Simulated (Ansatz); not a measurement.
Gas-phase reaction in SMILES: [C]1=CO1 → [C]#CO
Geometries: B3LYP-D3(BJ)/def2-TZVP minima from Ansatz (a first-principles code).

Wanted: isomerisation energy (electronic energy difference), in kcal/mol. Correlated levels leave the core frozen unless marked. UHF or UKS for open shells. Spin-orbit coupling is left out. No relativistic terms. Basis-set limits of correlation are two-point, X^-3; Hartree-Fock from the larger set.

```
level           program  isomerisation energy (kcal/mol)
--------------  -------  -------------------------------
HF/aug-cc-pVDZ   Ansatz                             -5.5
```

Task: What does CCSD(T)/CBS(cc-pVTZ,cc-pVQZ) (Ansatz) give?

Result: 1.7 kcal/mol, so HF/aug-cc-pVDZ differs from it by -7.2 kcal/mol.
